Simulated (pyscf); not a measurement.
**•H₂C–AlH–OH, doublet**

Gas-phase minimum from PySCF at ωB97X-D3(BJ)/def2-SVP, one conformer. •H₂C–AlH–OH lies 15.7 kcal/mol over its isomer [H₃C–Al–OH]• (electronic energy, ωB97M-D3(BJ)). 

```
Al
O 1 1.7087
H 2 0.9591 1 126.10
H 1 1.5851 2 120.09 3 0.63
C 1 1.9221 4 123.09 2 -179.98
H 5 1.0991 1 123.62 4 -179.87
H 5 1.0991 6 112.11 1 -179.98
```
Charge 0, spin multiplicity 2.

Properties at ωB97X-D3(BJ)/def2-SVP:

| Item | Value |
|---|---|
| Harmonic wavenumbers, unscaled | 206, 208, 366, 501, 507, 618, 637, 706, 735, 897, 1376, 1965, 3139, 3232, 3989 cm⁻¹ |
| Zero-point energy | 27.3 kcal/mol |
| Rotational symmetry number | 1 |
| Entropy of this conformer at 298 K and 1 atm, rigid rotor and harmonic oscillator, modes under 100 cm⁻¹ raised to 100 | 297.4 J/(mol K) |
| Dipole moment | 0.56 D |
| Spin expectation value S2 | 0.752 |

Single-point totals, which compare only within one level (frozen core for MP2 and CC):

```tsv
level	total energy (hartree)
ωB97X-D3(BJ)/def2-TZVP	-358.27213
PBE/def2-TZVP	-357.93428
r²SCAN/def2-TZVP	-358.12786
B3LYP-D3(BJ)/def2-TZVP	-358.25090
PBE0-D3(BJ)/def2-TZVP	-357.96905
M06-2X/def2-TZVP	-358.14292
ωB97M-D3(BJ)/def2-TZVP	-358.28023
UHF/def2-TZVPP	-357.05374
MP2/def2-TZVPP	-357.51898
CCSD/def2-TZVPP	-357.54764
CCSD(T)/def2-TZVPP	-357.56389
```

The CCSD(T) − MP2 part came from Ansatz, without density fitting, on the same reference.
